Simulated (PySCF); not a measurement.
[InCl4]- (charge -1).
Geometry (PBE0-D3(BJ)/def2-SVP, Å), atoms numbered from 1 in this order:
```
atom  x, y, z in Å
In1    0.0218   -0.0141    0.0015
Cl2   -0.2315   -0.1625    2.3773
Cl3    2.3433    0.0051   -0.5832
Cl4   -1.0256    1.9645   -0.8474
Cl5   -1.0333   -1.9035   -1.0103
```

Computed with PBE0-D3(BJ)/def2-SVP geometry optimisation, gas phase, def2 core potentials past Kr (PySCF).

Problem. Which atoms are bound to In1, and at what distances?

Solution. 4 atoms: Cl5 2.389 Å, Cl2 2.394 Å, Cl3 2.394 Å, Cl4 2.394 Å.

Problem. List the angles at In1.

Solution. 
| angle | degrees | distance of the outer atoms (Å) |
| --- | --- | --- |
| Cl2–In1–Cl4 | 110.9 | 3.94 |
| Cl2–In1–Cl3 | 110.2 | 3.93 |
| Cl3–In1–Cl5 | 109.3 | 3.90 |
| Cl3–In1–Cl4 | 109.3 | 3.91 |
| Cl2–In1–Cl5 | 108.9 | 3.89 |
| Cl4–In1–Cl5 | 108.1 | 3.87 |

Problem. What is the shape at In1?

Solution. Tetrahedral: angles from 108.1° to 110.9°; τ4 = (360° − α − β)/141° = 0.99 with α and β the two widest (0 for a square, 1 for a tetrahedron).

Charge -1, singlet. Stationary, but not proved a minimum.
